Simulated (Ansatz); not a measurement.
Dimethylzinc, C2H6Zn, relaxed with RKS PBE-D4/def2-SVP in Ansatz from a rough embedded geometry. The force threshold is 0.03 eV/Å; the program also tests the step.

The species carries charge 0 and has multiplicity 1.

Start:

```xyz
9

C     0.509   -1.162   -0.356
Zn    0.352    0.150    0.178
C    -0.647    1.114    0.328
H    -0.166   -1.990   -0.257
H     1.397   -1.423    0.270
H     0.868   -1.152   -1.463
H    -1.670    0.983    0.652
H    -0.036    1.601    1.203
H    -0.610    1.879   -0.555
```

(1) How much energy does the relaxation release, and in how many steps? (Best estimate.)

(2) Which bonds change most? (An estimate is asked.)

(3) Give the relaxed structure. (Estimate.)

Results:

(1) The calculation gave: 285.04 kcal/mol, in 6 steps.

(2) Computed: Zn2–C3 from 1.396 to 1.947 Å; C1–Zn2 from 1.425 to 1.948 Å; C3–H8 from 1.173 to 1.110 Å; C3–H9 from 1.169 to 1.110 Å.

(3) Ansatz gave: 
```xyz
9

C     0.831   -1.686   -0.511
Zn    0.012    0.004    0.005
C    -0.827    1.687    0.513
H     0.113   -2.527   -0.411
H     1.713   -1.925    0.118
H     1.171   -1.665   -1.568
H    -1.880    1.531    0.827
H    -0.297    2.173    1.359
H    -0.836    2.407   -0.332
```
